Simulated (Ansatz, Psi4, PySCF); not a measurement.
Interaction energy of C3H8 ··· COS (SMILES CCC and O=C=S). Monomers: optimised at B3LYP-D3(BJ) (def2-TZVP), held rigid. Orientation: a higher rigid-body minimum at GFN2-xTB. R is the distance of the centres of mass, along which the second monomer moves.

Geometry at R = 4.20 Å (first 11 atoms: monomer A):
```
14

C      1.2831     0.1352    -0.0576
C     -0.0958    -0.3469    -0.5005
C     -1.2120     0.1223     0.4290
H      2.0664    -0.2108    -0.7347
H      1.5229    -0.2301     0.9442
H      1.3258     1.2268    -0.0282
H     -0.1002    -1.4398    -0.5520
H     -0.2958     0.0060    -1.5166
H     -2.1889    -0.2325     0.0950
H     -1.2512     1.2135     0.4747
H     -1.0543    -0.2436     1.4467
O     -3.3332    -1.9179    -1.6294
C     -2.5013    -2.3883    -2.2790
S     -1.3767    -3.0242    -3.1573
```

Levels of theory: BLYP-D3(BJ)/def2-TZVP, counterpoise-corrected (Psi4); BLYP/def2-TZVP, counterpoise-corrected (Psi4); RHF/3-21G = PySCF 2.14.0 with restricted Hartree-Fock/3-21G, no counterpoise correction; CCSD(T)/aug-cc-pVDZ = CCSD(T) on RHF/aug-cc-pVDZ, frozen core, counterpoise-corrected (Ansatz, a first-principles code).

Interaction energies in kJ/mol:

```csv
R / Å,BLYP-D3(BJ)/def2-TZVP,BLYP/def2-TZVP,RHF/3-21G
3.65,11.43,29.44,20.16
3.72,6.55,23.56,14.05
4.01,-3.36,9.68,0.72
4.20,-4.98,5.71,-2.10
4.33,-5.10,4.13,-2.70
4.64,-4.14,2.22,-2.27
4.94,-2.92,1.43,-1.29
5.12,-2.32,1.14,-0.84
5.67,-1.18,0.56,-0.20
6.45,-0.57,0.16,-0.04
7.32,-0.28,0.02,-0.01
8.65,-0.10,0.00,0.00
```

Estimate the CCSD(T)/aug-cc-pVDZ values at these points.

3.65: 14.18; 3.72: 8.95; 4.01: -1.91; 4.20: -3.95; 4.33: -4.32; 4.64: -3.86; 4.94: -2.93; 5.12: -2.41; 5.67: -1.28; 6.45: -0.55; 7.32: -0.24; 8.65: -0.08 (kJ/mol).
